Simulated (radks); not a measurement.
Ru XXXVII, 8 electrons, occupied as [He] 2s2 2p4 (the NIST ground configuration). Calculated with a radial shooting solver on a logarithmic mesh with Libxc functionals: scalar-relativistic Kohn-Sham, BLYP, spin-polarised, spherical densities, finite nucleus; open shells are filled with parallel spins first (spin-orbit coupling, left out, can overturn this in heavy ions); Fermi nuclear charge, rms radius 4.4809 fm.

Normalised radial functions P(r) = r R(r), r in bohr:

```
   r/bohr * 2s down, o 2p down, + 3s up (the largest magnitude, 2.82, reaches the edge; | marks zero, & curves that meet)
 0.001759                             o + *
 0.001967                             o + *
   0.0022                             o + *
 0.002442                             o +  *
 0.002731                             o  + *
  0.00303                             o  +  *
 0.003389                             o  +  *
 0.003791                             o  +   *
 0.004207                             o   +  *
 0.004705                             |o  +   *
 0.005221                             |o  +   *
 0.005839                             |o   +   *
 0.006531                             |o   +    *
 0.007247                             |o   +    *
 0.008106                             |o    +    *
 0.008995                             | o   +     *
  0.01006                             | o   +     *
  0.01125                             | o    +     *
  0.01249                             |  o   +     *
  0.01397                             |   o  +      *
   0.0155                             |   o  +      *
  0.01733                             |    o +      *
  0.01939                             |     o+      *
  0.02151                             |     +o     *
  0.02406                             |     + o   *
   0.0267                             |    +   o *
  0.02986                             |   +    * o
   0.0334                             |  +   *     o
  0.03706                             | +  *        o
  0.04146                             + *             o
  0.04637                           & |                 o
  0.05145                        * +  |                   o
  0.05755                    *   +    |                     o
  0.06386                *     +      |                      o
  0.07142            *       +        |                        o
  0.07989         *         +         |                         o
  0.08864      *           +          |                          o
  0.09915    *             +          |                          o
     0.11  *               +          |                         o
   0.1231  *                 +        |                        o
   0.1376   *                  +      |                      o
   0.1527    *                     +  |                    o
   0.1708       *                     |+                o
   0.1895          *                  |    +         o
    0.212              *              |         + o
   0.2371                 *           |        o    +
   0.2631                    *        |      o         +
   0.2943                       *     |    o             +
   0.3266                         *   |  o               +
   0.3653                           * | o               +
   0.4086                            *|o              +
   0.4533                            *o            +
   0.5071                             &         +
   0.5626                             &      +
   0.6293                             &   +
   0.7039                             & +
    0.781                             &+
   0.8736                             &+
   0.9694                             &
    1.084                             &
```

2s down: eigenvalue -5348.3 eV, 1 radial node at r = 0.0440 bohr, <r> = 0.141 bohr, 90 % of the charge inside 0.216 bohr. 2p down: eigenvalue -5068.8 eV, 0 radial nodes, <r> = 0.122 bohr, 90 % of the charge inside 0.197 bohr. 3s up (empty): eigenvalue -2248.9 eV, 2 radial nodes at r = 0.0420, 0.167 bohr, <r> = 0.337 bohr, 90 % of the charge inside 0.488 bohr.
